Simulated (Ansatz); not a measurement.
Reaction (silylene formation by 1,1-elimination): `C[SiH2][NH][AlH2]` → `[NH2][AlH2]` + `C[SiH]`

Gas-phase electronic energies from Ansatz, PBE0-D4/def2-TZVP geometries. CCSD(T)/CBS adds triple-zeta CCSD(T) − MP2 to the extrapolated MP2 energy (def2 sets, frozen cores). This one scheme is used for every species. Functionals use def2-TZVPP. Each species was taken in one conformer, which may not be the lowest.

`C[SiH2][NH][AlH2]`:

```xyz
12

C    -1.128    1.689    0.017
Si   -0.536    0.065    0.726
N     1.000   -0.424    0.097
Al    1.422   -1.866   -0.858
H    -2.098    1.963    0.441
H    -0.426    2.496    0.244
H    -1.234    1.627   -1.069
H    -0.483    0.200    2.211
H    -1.493   -1.022    0.386
H     1.766    0.198    0.325
H     2.940   -2.050   -1.274
H     0.269   -2.875   -1.246
```

`[NH2][AlH2]`:

Z-matrix (Å, degrees):
```
N
Al 1 1.766
H 1 1.007 2 124.9
H 1 1.007 2 124.9 3 180.0
H 2 1.583 1 117.9 3 -180.0
H 2 1.583 1 117.9 3 0.0
```

`C[SiH]`:

```xyz
6

C     0.496   -0.001   -0.184
Si   -1.256    0.710   -0.248
H     0.904    0.112    0.829
H     1.183    0.456   -0.897
H     0.460   -1.083   -0.366
H    -1.786   -0.196    0.867
```

| species | r2SCAN energy (Eh) |
| --- | --- |
| `C[SiH2][NH][AlH2]` | -629.59430 |
| `[NH2][AlH2]` | -299.57873 |
| `C[SiH]` | -329.89984 |

Problem. Work out ΔE.

Solution. ΔE = (-299.57873) + (-329.89984) − (-629.59430) = 0.11573 Eh = +72.6 kcal/mol. CCSD(T)/CBS gives +69.8 kcal/mol.

Largest T1 diagnostic among the species: 0.012.

The D4 term adds +3.5 kcal/mol with B3LYP and +2.0 kcal/mol with PBE0; it sums over pairs of atoms, weighted by their polarisabilities, and B3LYP, whose exchange is more repulsive, gets the larger term. From PBE to PBE0 (25 % exact exchange), in def2-TZVPP and without D4, ΔE moves by +3.5 kcal/mol.

B3LYP here is the variant with VWN-RPA as its local correlation; programs differ in this.
